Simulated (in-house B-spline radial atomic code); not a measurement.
Orbital energies and mean radii along the 38-electron series, configuration 1s2 2s2 2p6 3s2 3p6 3d10 4s2 4p6 4d3/2(2). The effective charge is n√(-2ε), a non-relativistic measure. Computed with a B-spline radial code for spherical atoms: Dirac-Hartree-Fock, jj configuration that fills j = l - 1/2 first, finite nuclei.

| ion | Z | energy of 3d3/2 (Eh) | mean radius of 3d3/2 (bohr) | energy of 4p3/2 (Eh) | mean radius of 4p3/2 (bohr) | effective charge of 3d3/2 |
| --- | --- | --- | --- | --- | --- | --- |
| Yb32+ | 70 | -104.46 | 0.19071 | -52.123 | 0.46479 | 43.363 |
| Lu33+ | 71 | ? | ? | ? | ? | ? |
| Hf34+ | 72 | -114.63 | 0.18354 | -57.583 | 0.44558 | 45.425 |
| Ta35+ | 73 | -119.9 | 0.18014 | -60.413 | 0.43655 | 46.456 |
| W36+ | 74 | ? | ? | ? | ? | ? |
| Re37+ | 75 | -130.78 | 0.17369 | -66.273 | 0.41953 | 48.518 |

**Question.** Fill in the row of Lu33+.

**Answer.** energy of 3d3/2 (Eh): -109.49; mean radius of 3d3/2 (bohr): 0.18706; energy of 4p3/2 (Eh): -54.819; mean radius of 4p3/2 (bohr): 0.45499; effective charge of 3d3/2: 44.394.

**Question.** Fill in the row of W36+.

**Answer.** energy of 3d3/2 (Eh): -125.28; mean radius of 3d3/2 (bohr): 0.17686; energy of 4p3/2 (Eh): -63.309; mean radius of 4p3/2 (bohr): 0.42788; effective charge of 3d3/2: 47.487.

**Question.** How does the screening of 3d3/2 change?

**Answer.** Z less the effective charge goes from 26.64 at Z = 70 to 26.48 at Z = 75.
